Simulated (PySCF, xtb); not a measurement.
C4H8O2, SMILES C1[C@@H]([C@@]1(C)O)O.

GFN2-xTB (xtb 6.7.1) at its own geometry gives an orbital gap of 9.04 eV and a dipole moment of 1.08 D.

Geometry optimised at ωB97X-D3(BJ)/def2-SVP. The structure was generated by enumeration; whether it is a known compound was not checked. Other conformers were not sampled.

### Question
What does PySCF with ωB97X/def2-TZVP give? (The exact figures need the calculation; the answer reports its results.)

### Answer
gap 12.77 eV (levels -9.65 and 3.11 eV), dipole 1.11 D.
